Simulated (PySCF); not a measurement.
Harmonic spectrum computed at PBE0 in the def2-TZVP basis family (core potentials from Rb on, PySCF, no spin–orbit coupling):

```
ω (cm⁻¹)  IR (km/mol)
     216         44.1
     314          149
     578          112
     769         91.0
     900          127
    3925         65.2
```

Q: Which molecule gave it? In each, all ligands are bound to the one heavy central atom.
A. CuF(OH) (doublet)
B. GeF(OH) (singlet)
C. GaF(OH) (doublet)
D. AlF(OH) (doublet)

A: D. It has Cs symmetry with Al–F 1.656 Å, Al–O 1.691 Å, O–H 0.958 Å.
